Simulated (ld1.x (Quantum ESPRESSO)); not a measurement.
## Configuration tests for nickel (TM)

nickel (Ni), norm-conserving Troullier–Martins (Kleinman–Bylander form), made with ld1.x (Quantum ESPRESSO) 7.5 (LDA (PZ), fully relativistic). Core [Ne], reference 3s2 3p6 3d8 4s2 4p0. Waves: 3s (bound): rc 0.80 bohr; 3p (bound): rc 1.20 bohr; 3d (bound): rc 1.55 bohr. Local part: the d channel. Core correction: none.

Open shells are filled in proportion to 2j + 1 (rel_dist='average').

Occupied shells without a wave of their own: 4s. They enter only through the test configuration that unscreens the potential.

Energies are relative to the spin-unpolarised reference configuration 3s2 3p6 3d8 4s2 4p0; without spin polarisation the order of configurations can differ from experiment. The d channel is local and has no spin–orbit splitting in the pseudo-atom.

Question: Give the all-electron excitation energy and the error of the potential for: 3s2 3p6 3d8 4s1 4p0; 3s2 3p6 3d8 4s0 4p0; 3s2 3p6 3d7 4s0 4p0; 3s1 3p6 3d8 4s2 4p0; 3s2 3p6 3d7 4s2 4p1; 3s2 3p6 3d9 4s1 4p0; 3s2 3p6 3d8 4s1.5 4p0.

Answer:

```
valence configuration  charge  ΔE all-electron (eV)  error AE − PS (meV)
  3s2 3p6 3d8 4s1 4p0      +1                 9.601                 +583
  3s2 3p6 3d8 4s0 4p0      +2                27.260                +1420
  3s2 3p6 3d7 4s0 4p0      +3                65.058                +1755
  3s1 3p6 3d8 4s2 4p0      +1               118.857                 -118
  3s2 3p6 3d7 4s2 4p1       0                10.655                 -326
  3s2 3p6 3d9 4s1 4p0       0                -1.630                 +383
3s2 3p6 3d8 4s1.5 4p0    +0.5                 3.843                 +259
```

The 4s level has no wave, so the channel is fitted at the deeper level alone: the likely source of the large errors.

The potential misses its own reference levels by up to 0.5 eV.
